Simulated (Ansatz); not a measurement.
Compare A (`[SiH3]C[SiH]1CC1`) with its isomer B (`C[Si]1([SiH3])CC1`).

Program: Ansatz. Geometries: PBE0-D4/def2-TZVP. ΔE: electronic, gas phase. CCSD(T)/CBS is the MP2 limit (def2-TZVPP, def2-QZVPP) plus CCSD(T) − MP2 in def2-TZVPP, frozen cores. Functionals use def2-TZVPP. B3LYP here is the variant with VWN-RPA as its local correlation; programs differ in this. Each species was taken in one conformer, which may not be the lowest.

**Question.** Which isomer does CCSD(T)/CBS put lower? Give the gap. (An estimate is asked.)

**Answer.** Computed: B, by 1.4 kcal/mol.

**Question.** Give E(B) − E(A) in kcal/mol with HF/def2-TZVPP, PBE0-D4, CCSD/def2-TZVPP, r2SCAN-D4, CCSD(T)/def2-TZVPP, B2PLYP, B3LYP-D4. (An estimate is asked.)

**Answer.** The calculation gave: HF/def2-TZVPP 0.6, PBE0-D4 -3.6, CCSD/def2-TZVPP -1.1, r2SCAN-D4 -2.8, CCSD(T)/def2-TZVPP -1.5, B2PLYP -1.5, B3LYP-D4 -2.2. The order is the other way round with HF/def2-TZVPP.

Largest T1 diagnostic: 0.011.

In def2-TZVPP, CCSD(T) changes the Hartree–Fock value by −2.1 kcal/mol (the triples alone add −0.4 kcal/mol) and MP2 by −1.1 kcal/mol. From PBE to PBE0 (25 % exact exchange), in def2-TZVPP and without D4, E(B) − E(A) moves by +1.1 kcal/mol.
